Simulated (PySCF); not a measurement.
Tin: a sound run and one with changed settings

Sound run: Sn²⁺ [Kr] 4d10 5s2, Sn³⁺ [Kr] 4d10 5s1. Computed with PySCF 2.14 in x2c-SVPall (6s5p3d, 36 functions), with the spin-free X2C one-electron Hamiltonian (Gaussian nucleus). In the sound run the correlated levels freeze [Kr] 4d10. The sound run starts from symmetry-adapted Hartree-Fock orbitals and uses a fine grid where one is needed.

Changed run: basis STO-3G, all-electron and non-relativistic. This setting is unsound on purpose.

```json
{"species": "Sn²⁺", "method": "UHF", "sound run (hartree)": "-6172.33045", "changed run (hartree)": "-5962.65016", "converged": "yes"}
{"species": "Sn²⁺", "method": "M06-2X", "sound run (hartree)": "-6175.54250", "changed run (hartree)": "-5964.76708", "converged": "yes"}
{"species": "Sn²⁺", "method": "PBE0", "sound run (hartree)": "-6174.65919", "changed run (hartree)": "-5964.29295", "converged": "yes"}
{"species": "Sn²⁺", "method": "MP2", "sound run (hartree)": "-6172.35220", "changed run (hartree)": "-5962.67309", "converged": "yes"}
{"species": "Sn²⁺", "method": "CCSD(T)", "sound run (hartree)": "-6172.36313", "changed run (hartree)": "-5962.68951", "converged": "yes"}
{"species": "Sn³⁺", "method": "UHF", "sound run (hartree)": "-6171.27753", "changed run (hartree)": "-5961.74277", "converged": "yes"}
{"species": "Sn³⁺", "method": "M06-2X", "sound run (hartree)": "-6174.42438", "changed run (hartree)": "-5963.78698", "converged": "yes"}
{"species": "Sn³⁺", "method": "PBE0", "sound run (hartree)": "-6173.53950", "changed run (hartree)": "-5963.33274", "converged": "yes"}
```

Ionisation energy of Sn²⁺:

```json
{"method": "UHF", "sound run (eV)": "28.651", "changed run (eV)": "24.691"}
{"method": "M06-2X", "sound run (eV)": "30.426", "changed run (eV)": "26.670"}
{"method": "PBE0", "sound run (eV)": "30.468", "changed run (eV)": "26.129"}
{"method": "MP2", "sound run (eV)": "29.243", "changed run (eV)": "25.315"}
{"method": "SCS-MP2", "sound run (eV)": "29.361", "changed run (eV)": "25.440"}
{"method": "CCSD", "sound run (eV)": "29.541", "changed run (eV)": "25.762"}
{"method": "CCSD(T)", "sound run (eV)": "29.541", "changed run (eV)": "25.762"}
{"method": "CCSDT", "sound run (eV)": "29.541", "changed run (eV)": "25.762"}
{"method": "FCI", "sound run (eV)": "29.541", "changed run (eV)": "25.762"}
```

A minimal basis cannot let orbitals breathe on ionisation and holds almost no correlation. The Hamiltonian changed with the basis, so the totals do not compare.

For comparison, NIST gives 30.506 eV between the lowest levels.
